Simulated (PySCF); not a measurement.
## Two-component Hartree-Fock for Re(7+) (rhenium, charge +7)

Start: [Xe] 4f14. Calculated with PySCF 2.14 in x2c-TZVPPall-2c with one added diffuse shell each of s, p, d, f type (12s12p11d4f1g, 140 functions): generalised Hartree-Fock with the X2C-1e Hamiltonian and a Gaussian nucleus; spin-orbit coupling (SO) screened by Boettger's factors.

```
spinor shell  electrons  ε, screened SO (eV)  weight of nominal j (screened SO)  rms radius, screened SO (bohr)
       1s1/2          2             -72144.3                              1.000                          0.0204
       2s1/2          2             -12731.2                              1.000                          0.0824
       2p1/2          2             -12164.5                              1.000                          0.0700
       2p3/2          4             -10719.2                              1.000                          0.0775
       3s1/2          2              -3085.7                              1.000                           0.210
       3p1/2          2              -2833.4                              1.000                           0.202
       3p3/2          4              -2514.2                              1.000                           0.217
       3d3/2          4              -2095.2                              1.000                           0.192
       3d5/2          6              -2026.4                              1.000                           0.196
       4s1/2          2              -753.95                              1.000                           0.468
       4p1/2          2              -647.34                              1.000                           0.476
       4d3/2          4              -396.37                              1.000                           0.531
       4d5/2          6              -382.02                              1.000                           0.543
       5s1/2          2              -193.95                              1.000                            1.08
       4f5/2          6              -158.47                              1.000                           0.624
       5p1/2          2              -156.59                              1.000                            1.16
       4f7/2          8              -155.94                              1.000                           0.628
       5p3/2          4              -143.77                              1.000                            1.24
```

(1) Where does 4p3/2 lie, and what is the 4p spin-orbit splitting (screened SO)?

| quantity | screened SO |
| --- | --- |
| E (hartree) | -16690.10401 |
| M_J | 0 |
| ⟨J²⟩ | 0.000 |
| ⟨L²⟩ | 0.123 |
| ⟨S²⟩ | 0.123 |

Breit and QED terms are absent; they matter most for the inner s and p1/2 levels.

Densities and radii are taken from the X2C orbitals without a picture-change correction, which distorts them close to the nucleus.

## Answers

(1) At -572.02 eV, 75.320 eV above 4p1/2.
